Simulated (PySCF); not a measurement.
CH4Cl2SSi, SMILES Cl[Si](S)(Cl)C. The structure is a stationary point at PBE-D3(BJ)/def2-SVP. Other conformers were not sampled.

Level of theory: PBE-D3(BJ)/def2-SVP (PySCF).

Harmonic wavenumbers (cm⁻¹): 111, 139, 163, 188, 198, 203, 211, 421, 550, 559, 695, 740, 785, 794, 1217, 1371, 1372, 2605, 2982, 3088, 3096. Rotational constants (GHz): 1.718, 1.631, 1.240; symmetry number 1.

Question: Work out the zero-point energy and the ideal-gas rigid-rotor harmonic-oscillator thermochemistry at 298.15 K and 1 atm.

Answer: ZPE = ½ Σ hcν = ½ × 21491 cm⁻¹ = 128.55 kJ/mol. H − E(el) = 152.40 kJ/mol. Entropy in J/(mol K): translation 170.99, rotation 120.98, vibration 84.31, total 376.29. G − E(el) = 40.21 kJ/mol. Cp = 117.52 J/(mol K). Modes under 150 cm⁻¹ make the vibrational entropy uncertain.
